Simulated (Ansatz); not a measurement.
`NC1([SiH3])CO1` + H₂ → `[SiH3]C1CO1` + NH₃ at 600 K and 1 bar (hydrogenolysis of a C–N bond).

Program: Ansatz. Geometries: PBE0-D4/def2-TZVP. ΔE: electronic, gas phase. CBS: MP2 limit from def2 TZ/QZ plus the TZ coupled-cluster correction, frozen cores. This one scheme is used for every species. Each species was taken in one conformer, which may not be the lowest.

```tsv
species	CCSD(T)/CBS energy (Eh)	H − E (kJ/mol)	S (J/(mol·K))
`NC1([SiH3])CO1`	-499.21288	297.9	425.8
H₂	-1.17544	43.9	150.8
`[SiH3]C1CO1`	-443.90262	241.4	380.8
NH₃	-56.50880	112.4	219.5
```

H − E and S are ideal-gas, rigid-rotor, harmonic terms from PBE0-D4/def2-TZVP, for one conformer and one mirror image of each species. For small species the MP2-based limit differs from directly extrapolated CCSD(T) by up to some mEh (0.8 for H₂); such offsets cancel only in part. 1 Eh = 2625.50 kJ/mol, R = 8.31446 J/(mol·K).

Problem. By hand: ΔE, ΔH, ΔS and ΔG.

Solution. ΔE = (-443.90262) + (-56.50880) − (-499.21288) − (-1.17544) = -0.02310 Eh = -60.6 kJ/mol. Δ(H − E) = 241.4 + 112.4 − 297.9 − 43.9 = 12.0, so ΔH = -48.6 kJ/mol. ΔS = 380.8 + 219.5 − 425.8 − 150.8 = 23.7 J/(mol·K). ΔG = -48.6 − 600 × (23.7)/1000 = -62.8 kJ/mol.

Problem. By hand: the equilibrium constant, and the temperature at which ΔG would vanish if ΔH and ΔS stayed fixed.

Solution. log₁₀ K = −ΔG/(RT ln 10) = 5.5. ΔH and −TΔS have one sign here, so there is no such temperature.

ΔH outweighs TΔS. A doubt of 5 kJ/mol in ΔE shifts log₁₀ K by 0.4 here. Other conformers and mirror images would add mixing entropy, several J/(mol·K) or more a flexible species. These are equilibria of isolated gas molecules and say nothing of rates. Largest T1 diagnostic: 0.012 (customary marks: 0.02 for closed shells, 0.045 for open ones).
